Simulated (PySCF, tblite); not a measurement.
Isomers of C4H11F3Si3, one GFN2-xTB conformer each. Single-point energies are computed at PBE0/pcSseg-1 (PySCF, gas phase, no added dispersion term), electronic only.

Question: Rank them by PBE0/pcSseg-1 energy, lowest first (kcal/mol).
A. `[F:1][CH:2]([F:3])[C@@H:4]1[CH2:5][SiH2:6][SiH2:7][C@@H:8]([F:9])[SiH2:10]1` with F1–C2–C4–C5 73°, C2–C4–C5–Si6 -61°, C4–C5–Si6–Si7 -50°, C5–Si6–Si7–C8 35°, Si6–Si7–C8–F9 -161°
B. `[CH3:1][SiH2:2][SiH2:3]/[C:4](=[CH:5]/[F:6])[SiH2:7][CH:8]([F:9])[F:10]` with C1–Si2–Si3–C4 144°, Si2–Si3–C4–C5 -101°, Si3–C4–Si7–C8 -37°, C4–Si7–C8–F9 60°

Answer: A (0.0), B (15.6).

As drawn, the higher has a C=C bond outside aromatic rings, which the lower lacks. GFN2-xTB itself gives, in the same order: 0.0, 22.1. Both levels put the same isomer lowest.

Which frontier levels, dipoles and rotational constants go with these structures?

```tsv
SMILES	HOMO (eV, PBE0/pcSseg-1)	LUMO (eV)	dipole (D)	A, B, C (MHz)
FC(F)[C@@H]1C[SiH2][SiH2][C@@H](F)[SiH2]1	-8.01	-0.33	3.14	980.1, 752.6, 550.6
C[SiH2][SiH2]/C(=C/F)[SiH2]C(F)F	-7.62	-0.75	0.64	907.1, 588.1, 422.9
```

What happens when harmonic zero-point energies from GFN2-xTB frequencies are added?

```
                                   SMILES  ZPE (kcal/mol)  electronic (kcal/mol)  with ZPE (kcal/mol)
FC(F)[C@@H]1C[SiH2][SiH2][C@@H](F)[SiH2]1            84.8                    0.0                  0.0
         C[SiH2][SiH2]/C(=C/F)[SiH2]C(F)F            82.3                   15.6                 13.1
```

The zero-point energies span 2.5 kcal/mol. The order is unchanged.
